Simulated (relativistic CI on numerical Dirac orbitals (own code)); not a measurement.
# Nd⁴¹⁺: sensitivity of the levels to the model

Base calculation: Dirac-Coulomb-Breit CI, separate exchange-only KLI orbitals for each configuration, model QED, unscaled Slater integrals.

CI space (outside the closed core [Ne]): 3s²3p⁶3d, 3s²3p⁵3d², 3s3p⁶3d², 3s²3p⁶4s, 3s²3p⁶4p, 3s²3p⁶4d, 3s²3p⁵3d4s, 3s²3p⁶4f, 3s²3p⁵3d4p, 3p⁶3d³, 3p⁵3d⁴, 3p⁵3d³4s. Double excitations out of closed p, d and f shells are left out; levels of such configurations are missing from the list, as are those of other unlisted configurations, and high levels can miss mixing partners. These lack a partner that the ground configuration has and come out too high: 3s²3p⁵3d4p.

Variants: (1) non-relativistic limit. Shifts of the energy above 3s²3p⁶3d ²D3/2, in eV, for the lowest level and the first level of each name with at least 55 % of one term (blank where a level changes its place among those of its configuration and J or its character, or is not in the variant):

```csv
Level,Base,Δ(1)
3s²3p⁶3d ²D3/2,0.000,0.000
3s²3p⁶3d ²D5/2,28.366,-28.366
3s²3p⁵3d² ⁴D°1/2,189.872,-17.146
3s²3p⁵3d² ⁴G°9/2,219.258,-37.646
3s²3p⁵3d² ²F°5/2,260.217,-69.403
3s²3p⁵3d² ²P°1/2,261.471,-66.063
3s3p⁶3d² ⁴F3/2,480.633,-150.528
3s3p⁶3d² ⁴F5/2,486.912,-156.807
3s3p⁶3d² ⁴P1/2,501.197,-159.509
3s3p⁶3d² ⁴F7/2,507.089,-176.984
3s3p⁶3d² ⁴P3/2,516.467,-174.779
3s3p⁶3d² ⁴F9/2,518.035,-187.930
3s3p⁶3d² ²F5/2,523.396,
3s3p⁶3d² ²G7/2,527.795,
3s3p⁶3d² ²P1/2,534.703,-171.971
3s3p⁶3d² ²G9/2,541.691,-189.015
3s3p⁶3d² ²D5/2,548.326,
```

At this charge energies of transitions that change n are usually good to better than 1 %, and those within a shell (Δn = 0) to a few per cent.

Ionisation energy from the two ground configurations alone: base 3077.96 eV. The NIST ASD value (theoretical) is 3078 eV.

LS names give the leading component of a level, which can be under half, so a name can repeat, a term be missing and a line seem to break the LS rules.
